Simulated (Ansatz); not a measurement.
Z-matrix (Å, degrees):
```
Sn
F 1 1.900
O 1 1.916 2 106.4
F 1 1.900 2 103.9 3 112.2
H 1 1.682 2 112.5 3 -126.1
Si 3 1.647 1 137.4 2 53.3
H 6 1.485 3 108.8 1 122.9
H 6 1.485 3 108.9 1 -117.9
H 6 1.486 3 110.8 1 2.5
```

Total charge 0; spin multiplicity 1. Sn: def2 effective core potential.

Q: List the PBE/def2-TZVPP orbital energies in eV (Ansatz). (An estimate is asked.)

A: Computed: Occupied: -1780.18, -659.45, -659.45, -510.73, -137.85, -134.72, -94.63, -94.56, -94.56, -90.69, -90.68, -90.63, -29.38, -29.11, -27.49, -27.10, -27.08, -26.86, -26.15, -24.07, -14.39, -12.80, -10.76, -10.66, -10.64, -9.53, -9.50, -9.32, -9.29, -9.22, -9.06, -7.74, -7.57. Lowest empty: -2.82, -1.10, -1.09, -0.12, 0.78, 0.89, 0.99, 1.56.
